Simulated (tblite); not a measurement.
Compound: C₁₂H₁₈F₃N₂ (charge +1).
SMILES with atom numbers: `[CH3:1][N:2]([CH3:3])/[CH:4]=[CH:5]/[CH:6]=[CH:7]/[C:8](=[CH:9]/[CH:10]=[N+:11]([CH3:12])[CH3:13])[C:14]([F:15])([F:16])[F:17]` (hydrogens: H18, H19, H20 on C1; H21, H22, H23 on C3; H24 on C4; H25 on C5; H26 on C6; H27 on C7; H28 on C9; H29 on C10; H30, H31, H32 on C12; H33, H34, H35 on C13)

The geometry is computed with GFN2-xTB (gas phase).

(1) Give the optimised bond lengths and angles.

## Answers

(1) 
| bond | length (Å) |
| --- | --- |
| C1–N2, N2–C3 | 1.442 |
| N2–C4 | 1.316 |
| C4=C5 | 1.387 |
| C5–C6 | 1.386 |
| C6=C7 | 1.389 |
| C7–C8 | 1.394 |
| C8=C9 | 1.398 |
| C9–C10 | 1.385 |
| C10=N11 | 1.320 |
| N11–C12 | 1.444 |
| N11–C13 | 1.440 |
| C8–C14 | 1.515 |
| C14–F15, C14–F16, C14–F17 | 1.342 |
| C1–H18 and 5 like bonds | 1.090 |
| C4–H24 | 1.083 |
| C5–H25 | 1.079 |
| C6–H26 | 1.080 |
| C7–H27 | 1.082 |
| C9–H28 | 1.080 |
| C10–H29 | 1.078 |
| C12–H30, C12–H31, C12–H32 | 1.090 |
| C13–H33, C13–H34, C13–H35 | 1.091 |

Bonds in one row agree within 0.01 Å and their mean is given. A selection of angles:
| angle | degrees |
| --- | --- |
| C1–N2–C3 | 116.4 |
| C1–N2–C4 | 121.8 |
| N2–C4–C5 | 126.5 |
| C4–C5–C6 | 120.7 |
| C5–C6–C7 | 123.5 |
| C6–C7–C8 | 126.9 |
| C7–C8–C9 | 120.2 |
| C7–C8–C14 | 116.0 |
| C9–C8–C14 | 123.8 |
| C8–C9–C10 | 128.8 |
| C9–C10–N11 | 124.8 |
| C10–N11–C12 | 122.6 |
| C10–N11–C13 | 121.3 |
| C12–N11–C13 | 116.2 |
| C8–C14–F15 | 111.2 |
| C8–C14–F16 | 115.9 |
| F15–C14–F16 | 105.7 |
| F15–C14–F17 | 106.6 |

Torsions: C1–N2–C4–C5 0° (synperiplanar); N2–C4–C5–C6 179° (antiperiplanar); C4–C5–C6–C7 -179° (antiperiplanar); C5–C6–C7–C8 180° (antiperiplanar); C6–C7–C8–C9 -178° (antiperiplanar); C7–C8–C9–C10 179° (antiperiplanar); C8–C9–C10–N11 -179° (antiperiplanar); C9–C10–N11–C12 0° (synperiplanar); C7–C8–C14–F15 -61° (synclinal). The mirror-image conformer, all signs reversed, is as good.

Of the pairs four or more bonds apart, F16···H29 is among the closest relative to their van der Waals radii: 2.08 Å, 78 % of the sum of Bondi's values. C5 (alkene CH carbon) is planar (angles 120.7°, 120.5° and 118.8°, sum 360.0°, 0.00 Å off the plane of its three neighbours). The 7 C–C bonds span 1.385 Å (C9–C10, drawn single in a drawing that doesn't fit all lengths) to 1.515 Å (C8–C14, drawn single in a drawing that doesn't fit all lengths), a spread of 0.130 Å. C6 (alkene CH carbon) is planar (angles 123.5°, 119.9° and 116.6°, sum 360.0°, 0.00 Å off the plane of its three neighbours). C8 (fully substituted alkene carbon) is planar (angles 123.8°, 120.2° and 116.0°, sum 360.0°, 0.00 Å off the plane of its three neighbours). N2 (enamine nitrogen) is planar (angles 121.8°, 121.8° and 116.4°, sum 360.0°, 0.00 Å off the plane of its three neighbours). C9 (alkene CH carbon) is planar (angles 128.8°, 117.6° and 113.6°, sum 360.0°, 0.00 Å off the plane of its three neighbours).

Point group: near Cs, missed by 0.25 Å at most; the miss may be what the optimiser left on a soft mode. Its GFN2-xTB frequencies are all real (lowest 21 cm⁻¹).
